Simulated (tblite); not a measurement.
Compound: C5H9BF2O.
Numbering: `[CH3:1][CH2:2][C@@H:3]1[O:4][C@@H:5]1[CH2:6][B:7]([F:8])[F:9]` (hydrogens: H10, H11, H12 on C1; H13, H14 on C2; H15 on C3; H16 on C5; H17, H18 on C6)

Computed with GFN2-xTB (tblite), gas phase: L-BFGS steps from a force-field or distance-geometry start until the largest atomic force falls under 0.01 eV/Å.

At the end of the run (lengths in Å): B7–F9 1.317, B7–F8 1.317, C2–H13 1.090, C6–B7 1.578, C1–H10 1.087, C5–C6 1.518, C2–C3 1.511, F8–B7–F9 113.9°, O4–C5–C6 118.3°, C2–C3–O4 119.1°, C6–B7–F8 123.9°, C1–C2–C3–O4 -92°, C2–C3–O4–C5 -113°, C3–O4–C5–C6 113°, H17–C6–B7–F8 -125°, H15–C3–C2–C1 47°.

Task: These geometries were met on the way; a selection of coordinates is given. Order them by energy above the end point, lowest first.
A. B7–F9 1.440, B7–F8 1.439, C2–H13 1.130, C6–B7 1.596, C1–H10 1.119, C5–C6 1.526, C2–C3 1.539, F8–B7–F9 119.9°, O4–C5–C6 111.9°, C2–C3–O4 112.7°, C6–B7–F8 120.1°, C1–C2–C3–O4 -114°, C2–C3–O4–C5 -112°, C3–O4–C5–C6 114°, H17–C6–B7–F8 175°, H15–C3–C2–C1 22°
B. B7–F9 1.319, B7–F8 1.317, C2–H13 1.089, C6–B7 1.563, C1–H10 1.087, C5–C6 1.522, C2–C3 1.516, F8–B7–F9 114.3°, O4–C5–C6 117.0°, C2–C3–O4 116.8°, C6–B7–F8 122.4°, C1–C2–C3–O4 -111°, C2–C3–O4–C5 -112°, C3–O4–C5–C6 112°, H17–C6–B7–F8 177°, H15–C3–C2–C1 26°
C. B7–F9 1.280, B7–F8 1.281, C2–H13 1.091, C6–B7 1.605, C1–H10 1.081, C5–C6 1.547, C2–C3 1.525, F8–B7–F9 121.4°, O4–C5–C6 115.9°, C2–C3–O4 115.0°, C6–B7–F8 119.0°, C1–C2–C3–O4 -112°, C2–C3–O4–C5 -112°, C3–O4–C5–C6 112°, H17–C6–B7–F8 177°, H15–C3–C2–C1 24°
D. B7–F9 1.316, B7–F8 1.316, C2–H13 1.095, C6–B7 1.582, C1–H10 1.085, C5–C6 1.541, C2–C3 1.524, F8–B7–F9 119.1°, O4–C5–C6 115.8°, C2–C3–O4 115.1°, C6–B7–F8 120.2°, C1–C2–C3–O4 -112°, C2–C3–O4–C5 -112°, C3–O4–C5–C6 112°, H17–C6–B7–F8 177°, H15–C3–C2–C1 24°
E. B7–F9 1.374, B7–F8 1.374, C2–H13 1.111, C6–B7 1.611, C1–H10 1.099, C5–C6 1.543, C2–C3 1.534, F8–B7–F9 121.5°, O4–C5–C6 113.0°, C2–C3–O4 113.2°, C6–B7–F8 119.2°, C1–C2–C3–O4 -113°, C2–C3–O4–C5 -112°, C3–O4–C5–C6 113°, H17–C6–B7–F8 176°, H15–C3–C2–C1 22°

Result: B (0.054 eV), D (0.112 eV), C (0.200 eV), E (0.388 eV), A (0.853 eV).

```tsv
step	E above end (eV)	rms distance from the end, all atoms (Å)	largest force (eV/Å)	rms shift of all bonds from the end (Å)
5	0.054	0.443	0.364	0.005
3	0.112	0.448	0.610	0.007
2	0.200	0.446	2.814	0.016
1	0.388	0.460	2.268	0.024
0	0.853	0.468	3.565	0.046
```

Rows stand in the order of the answer.
